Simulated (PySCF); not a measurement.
CH8NSi2 (doublet state).
Cartesian coordinates in Å at the GFN2-xTB level; atoms count from 1:
```xyz
12
CH8NSi2 angstrom
C     -1.3729   -1.0566    0.0800
Si    -0.5527    0.6279   -0.2253
N     -0.5841    1.5754    1.1125
Si     1.7697   -0.0346   -0.2029
H     -2.4507   -0.9576    0.0093
H     -1.0560   -1.8057   -0.6402
H     -1.1390   -1.4173    1.0749
H     -0.8001    0.9949   -1.6348
H     -0.4843    2.5777    1.0950
H      2.1328   -0.6633    1.0580
H      2.5797    1.1506   -0.4602
H      1.9589   -0.9921   -1.2923
```

The hyperfine couplings belong to this conformer and change with its torsions.

The species is `C[Si@@H]([NH])[SiH3]` [radical].

The calculation used UKS B3LYP, pcH-1 on C H N Si, non-relativistic, mean-field spin-orbit, GIAO (PySCF 2.14.0). Isolated species at its GFN2-xTB geometry (one conformer only). The geometry wasn't refined by DFT: couplings that depend on bond lengths, twists or pyramidal angles can differ widely from those at the functional's own minimum. The SCF solution wasn't tested for stability.

Problem. The isotropic 29Si couplings are -163.2, +60.0 MHz. Assign them to Si2; Si4.

Solution. 
```csv
site,a_iso (MHz),ρ(0) (bohr⁻³),position,distance from N3 (Å),spin population,largest |T| (MHz)
Si2,+60.0,-0.0677,1 bond from N3,1.64,-0.05,5.4
Si4,-163.2,+0.1840,2 bonds from N3,3.14,+0.21,51.9
```

Problem. The isotropic 1H couplings, averaged over equivalent nuclei, are -46.7, +28.6, +15.2, -0.2 MHz. Assign them to H5/H6/H7; H8; H9; H10/H11/H12.

Solution. 
| site | a_iso (MHz) | ρ(0) (bohr⁻³) | position | distance from N3 (Å) | bound to | spin population there | largest \|T\| (MHz) |
| --- | --- | --- | --- | --- | --- | --- | --- |
| H5/H6/H7 | -0.2 | 0.0000 | 3 bonds from N3 | 3.41 | C1 | +0.04 | 3.7 |
| H8 | +28.6 | +0.0064 | 2 bonds from N3 | 2.82 | Si2 | -0.05 | 4.4 |
| H9 | -46.7 | -0.0105 | 1 bond from N3 | 1.01 | N3 | +0.79 | 50.7 |
| H10/H11/H12 | +15.2 | +0.0034 | 3 bonds from N3, on Si4 of spin population +0.21 | 3.81 | Si4 | +0.21 | 4.1 |

ρ(0) is the spin density at the nucleus and T the dipolar tensor; a_iso includes a spin–orbit part; entries for several nuclei are means. The Mulliken spin populations are largest on N3 (+0.79) and Si4 (+0.21).

β density exceeds α density at some nuclei, such as Si2 (-0.0677) and H9 (-0.0105), spin density in bohr⁻³. In a single determinant that takes different orbitals for the two spins, that is spin polarisation.

Means are taken over nuclei equivalent by connectivity, which assumes that they swap fast. The three 1H nuclei of mean +15.2 MHz run from -3.1 to 50.1 MHz in the frozen geometry. The three 1H nuclei of mean -0.2 MHz run from -2.8 to 4.5 MHz in the frozen geometry.
